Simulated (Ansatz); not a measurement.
Isolated molecules relaxed with PBE0-D4/def2-TZVP in Ansatz; ΔE leaves out vibrations. CCSD(T)/CBS is the MP2 limit (def2-TZVPP, def2-QZVPP) plus CCSD(T) − MP2 in def2-TZVPP, frozen cores. DFT in def2-TZVPP. For Ga, Ge outer-core shells are correlated without core-valence functions, which leaves a few kJ/mol of doubt a bond. Scalar relativity is left out up to krypton. Each species was taken in one conformer, which may not be the lowest.

Reaction (cleavage of the Si–Si bond): `[SiH3][SiH2][SiH2][SiH2][GeH3]` + `[NH2][GaH2]` → `[GaH2][NH][SiH2][SiH2][GeH3]` + disilane

(1) Is it downhill or uphill in electronic energy at CCSD(T)/CBS, and by how much? (Estimate.)

(2) What do these levels give: PBE0-D4, B2PLYP, PBE, CCSD/def2-SVP, HF/def2-QZVPP, CCSD/CBS(def2)? (Estimate.)

Largest T1 diagnostic among the species: 0.014.

## Answers

(1) Ansatz gave: Downhill: ΔE = -36.7 kJ/mol.

(2) The calculation gave: PBE0-D4 -24.9, B2PLYP -36.7, PBE -17.7, CCSD/def2-SVP -30.5, HF/def2-QZVPP -44.8, CCSD/CBS(def2) -37.5 kJ/mol.

At CCSD(T), def2-SVP lies +6.8 kJ/mol from the extrapolated value and def2-TZVPP −2.5 kJ/mol. From BLYP to BHLYP (50 % exact exchange), in def2-TZVPP and without D4, ΔE moves by −13.1 kJ/mol. Leaving LDA and LC-ωPBE aside and taking each functional with its dispersion term where it has one, the values, not all of them listed here, spread over 24.2 kJ/mol, from BHLYP-D4 to PBE-D4. LDA lies −13.1 kJ/mol from PBE without D4.
